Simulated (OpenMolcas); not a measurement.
**Cr⁴⁺: the spin-orbit constant, Racah parameters, worked from levels**

| Quantity | Value |
| --- | --- |
| Program | OpenMolcas |
| Basis | ANO-R1 [5s3p3d1f] |
| Scalar Hamiltonian | X2C, finite nucleus |
| Active space | 2 electrons in 5 orbitals (3d) |
| State averaging | 2S+1 = 3 even, 10 roots; 2S+1 = 1 even, 15 roots |
| Spin-orbit coupling | RASSI with atomic mean-field integrals over the reference wave functions, term energies averaged over their components |

Methods: CASSCF; SS-CASPT2, IPEA 0.25 Eh, imaginary shift 0.1 Eh (closed shells correlated: 3s 3p). Measured levels: Sugar and Corliss, J. Phys. Chem. Ref. Data 6, 317 (1977).

**The spin-orbit constant.** For the Hund term ³F of d2, E(J) = (A/2) J(J+1) + constant and ζ = 2S·A = 2A. From J = 2 to J = 4 the energy changes by 7 A.

```csv
Source,E(4) - E(2),A,ζ
CASSCF,1105.9,158.0,316
SS-CASPT2,1108.4,158.3,317
measured,1141.7,163.1,326
```

All in cm-1. SS-CASPT2 is off by -2.9 % and CASSCF by -3.1 %. Both methods take the spin-orbit matrix elements from the reference wave functions, so the second can move ζ only through the term energies and any multistate remixing. Second-order mixing with other terms is absorbed into this ζ.

**Racah parameters.** Above ³F, d2 has ³P at 15B, ¹G at 12B + 2C and ¹D at 5B + 2C. The first two fix B and C, and the third tests them; where it misses by thousands of cm-1, two parameters do not describe the configuration (Trees and configuration-interaction terms are left out) and B and C hang on the terms chosen. Term energies are centres of gravity, weighted by 2J + 1.

| Source | ³P | ¹G | B | C | C/B | ¹D from B, C | ¹D found |
| --- | --- | --- | --- | --- | --- | --- | --- |
| CASSCF | 18630 | 24164 | 1242 | 4630 | 3.73 | 15470 | 15493 |
| SS-CASPT2 | 15897 | 22322 | 1060 | 4802 | 4.53 | 14904 | 12813 |
| measured | 15200 | 21360 | 1013 | 4600 | 4.54 | 14265 | 12529 |

Energies in cm-1. From CASSCF to SS-CASPT2, B changes by -14.7 % and C by +3.7 %. Against the measured terms, SS-CASPT2 has B off by +4.6 % and C by +4.4 %.

Term energies are means over components that CASPT2 splits; among the terms shown or strongly mixed into the levels shown the widest spread is 460 cm-1 (3d² ³F, SS-CASPT2). The basis is small and was not contracted for so high a charge. Without dynamic correlation excited terms often stand tens of per cent too high (terms of higher spin than the ground term too low), and those without a measured partner can miss by more than the paired ones (holds for CASSCF). Computed and measured levels are paired by configuration, term and J; levels that our copy of the source lacks, or whose pairing is in doubt (as where it misses far off the trend of its configuration), stay unpaired and out of the deviations. Only configurations of the active space appear.
